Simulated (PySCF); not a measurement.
**Basis and Hamiltonian dependence of the excitation energy of C²⁺**

C²⁺ [He] 2s2 (1S) → C²⁺ [He] 2s1 3d1 (3D). All values are computed (PySCF 2.14, energy differences of UHF-based or UKS calculations, no spin-orbit coupling). Values in eV.

```
                                                               basis       Hamiltonian  functions     UHF  r2SCAN    PBE0  MP2 (valence)  CCSD(T) (valence)  CCSD(T) (valence and next inner shell)
                                                      aug-cc-pVDZ-DK     spin-free X2C         23  32.091  31.995  32.224         33.116             33.875                                     n/a
                                                         aug-cc-pVDZ  non-relativistic         23  32.071  31.975  32.204         33.097             33.857                                     n/a
                                                        ANO-RCC-VTZP     spin-free X2C         30  33.517  33.187  33.376         34.526             35.157                                  35.154
                                                         def2-TZVPPD  non-relativistic         37  31.737  31.763  31.972         32.807             33.515                                  33.508
                                                     aug-cc-pCVTZ-DK     spin-free X2C         59  31.735  31.749  31.957         32.803                n/a                                  33.489
    aug-cc-pVTZ with one added diffuse shell each of s, p, d, f type  non-relativistic         62  31.705  31.722  31.932         32.747             33.404                                     n/a
   x2c-QZVPPall with one added diffuse shell each of s, p, d, f type     spin-free X2C         73  31.701  31.709  31.926         32.786             33.423                                  33.424
aug-cc-pCVTZ-DK with one added diffuse shell each of s, p, d, f type     spin-free X2C         75  31.718  31.745  31.951         32.787             33.434                                  33.468
                                                         dyall-acv3z  non-relativistic         76  31.715  31.736  31.948         32.809             33.459                                  33.496
                                                      aug-cc-pVQZ-DK     spin-free X2C         80  31.708  31.706  31.926         32.808             33.443                                     n/a
                                                         aug-cc-pVQZ  non-relativistic         80  31.689  31.686  31.906         32.789             33.425                                     n/a
 aug-cc-pVQZ with one added diffuse shell each of s, p, d, f, g type  non-relativistic        105  31.688  31.682  31.904         32.788                n/a                                     n/a
                                                       aug-cc-pwCVQZ  non-relativistic        109  31.687  31.687  31.908         32.798                n/a                                     n/a
                                                         aug-cc-pV5Z  non-relativistic        127  31.677  31.673  31.896         32.794                n/a                                     n/a
```

Frozen in the all-electron rows: valence: 1s2; valence and next inner shell: nothing.

At UHF, aug-cc-pVDZ-DK, aug-cc-pVDZ, ANO-RCC-VTZP lie more than 0.3 eV from the median of the rows with comparable relativity. Of these, ANO-RCC-VTZP has no diffuse functions of the l that the added or promoted electron needs.
